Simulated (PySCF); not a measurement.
A GIAO shielding run with PySCF 2.14 (density fitting, non-relativistic, gas phase) on SMILES C=C1[C@@H](O)[C@H]([SiH3])C[S@]1=O, C5H10O2SSi:

```
$ OMP_NUM_THREADS=1 python probes_run.py task.json out

{"job": {"kind": "nmr", "xc": "PBE0", "basis": "pcSseg-1"}, "charge": 0, "multiplicity": 1}
C      2.843722    -0.086819     0.128964
C      1.580172     0.283914     0.069611
C      0.442983    -0.516191    -0.518477
O      0.629220    -1.903249    -0.427925
C     -0.832438    -0.019515     0.170492
Si    -2.416009    -0.672473    -0.670086
C     -0.707772     1.486176     0.198179
S      0.993905     1.818324     0.874092
O      0.931187     1.479846     2.300669
H      3.171529    -1.028292    -0.284520
H      3.590806     0.530191     0.597047
H      0.388052    -0.311042    -1.596728
H      0.731323    -2.138159     0.502612
H     -0.796313    -0.370874     1.209788
H     -2.408965    -2.130915    -0.636957
H     -3.561409    -0.139093     0.067261
H     -2.415692    -0.169990    -2.045460
H     -0.743445     1.927757    -0.796837
H     -1.430659     1.969655     0.850814
```

Hardware: 1 thread of an Intel Xeon, shared host. The job also computes population analyses, field gradients, ring-centre shieldings.

(1) How large is the calculation?

(2) How long does it take, and how much memory does it need?

Answers

(1) 86 electrons, 217 basis functions and 1171 auxiliary functions.

(2) 83 s of wall time, with 15 SCF cycles and 5 response iterations; peak memory 0.96 GiB. Times on a shared host scatter by some tens of per cent.
